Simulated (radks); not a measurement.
Question: The aluminium ion Al6+ is in [He] 2s2 2p3. Calculated with a radial shooting solver on a logarithmic mesh with Libxc functionals: scalar-relativistic Kohn-Sham, BLYP, spin-polarised, spherical densities, finite nucleus; Fermi nuclear charge, rms radius of each element as measured or else 0.836 A^(1/3) + 0.57 fm. Open shells are filled with parallel spins first. One electron is removed from 2s, 1s, 2p in turn, with full relaxation. Which removal costs least, and what does each cost?

Answer: 2p 242.66 eV; 2s 259.91 eV; 1s 1756.3 eV. The 2p electron leaves first.
